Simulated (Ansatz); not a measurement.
C4H12O2Si, singlet, geometry from GFN2-xTB, with bond 16-6 at 1.4 times its length; SC-NEVPT2/STO-3G, CASSCF(4,3) (Ansatz, a quantum-chemistry and plane-wave program).

Here is a job for Ansatz.
Ansatz 0.2 input:
```yaml
crystal:
  periodic: [false, false, false]
  atoms:
    - {symbol: Si, position_ang: [1.39328720, 0.68185116, 0.54759366]}
    - {symbol: O, position_ang: [2.79007369, 0.43052860, -0.23555445]}
    - {symbol: O, position_ang: [0.30968948, -0.16499474, -0.30676895]}
    - {symbol: C, position_ang: [-1.07854826, -0.34847395, -0.17129267]}
    - {symbol: C, position_ang: [-1.50154092, -1.28253432, -1.31079109]}
    - {symbol: C, position_ang: [-1.80041815, 0.99419189, -0.29706263]}
    - {symbol: C, position_ang: [-1.39655605, -0.99091239, 1.17993338]}
    - {symbol: H, position_ang: [1.52779767, 0.18306554, 1.91689473]}
    - {symbol: H, position_ang: [1.14198271, 2.12124766, 0.52442429]}
    - {symbol: H, position_ang: [2.81234132, -0.20389860, -0.94730658]}
    - {symbol: H, position_ang: [-1.25397058, -0.83140768, -2.26843521]}
    - {symbol: H, position_ang: [-0.97224113, -2.22855296, -1.22837152]}
    - {symbol: H, position_ang: [-2.57083108, -1.46998322, -1.27284043]}
    - {symbol: H, position_ang: [-1.51600411, 1.47977927, -1.22710620]}
    - {symbol: H, position_ang: [-1.52395248, 1.64249287, 0.53017758]}
    - {symbol: H, position_ang: [-3.30734328, 0.78686047, -0.28502641]}
    - {symbol: H, position_ang: [-0.82689747, -1.90958484, 1.29502368]}
    - {symbol: H, position_ang: [-1.12665307, -0.31323344, 1.98548437]}
    - {symbol: H, position_ang: [-2.45652424, -1.21983732, 1.24807475]}
basis:
  gaussian:
    orbitals: STO-3G
magnetization: {spin_polarized: false}
correlation: {method: sc_nevpt2, electrons: all, active_space: {window: {electrons: 4, orbitals: 3}}}
```

**Question.** What does Ansatz print? Leave out banner, timings and long lists.

**Answer.** 
```
Functional definition: HF
700 factors; integrals over basis functions are off by at most 4.2e-5 eV
mean field evaluation 1: about -16047.3298 eV, gradient 3.0e1 eV
mean field evaluation 2: about -16047.7082 eV, gradient 3.0e1 eV
mean field evaluation 4: about -16050.8214 eV, gradient 1.7e0 eV
mean field evaluation 8: about -16050.8336 eV, gradient 3.8e-4 eV
mean field -16050.83362705 eV, -589.8572561482 hartree, gradient 1.3e-6 eV, S^2 0.000000; 0 other end points of the search recorded, 0 dependent functions left out
reference -16050.83362705 eV, -589.8572561482 hartree; 33, 33 occupied and 18, 18 virtual orbitals, 700 factors
state -16051.92068244 eV, -589.8972046970 hartree
state -16051.92068244 eV, -589.8972046970 hartree; corrected -16060.09526558 eV, -590.1976150864 hartree
Total energy: -16060.09526558 eV, -590.1976150864 hartree
```
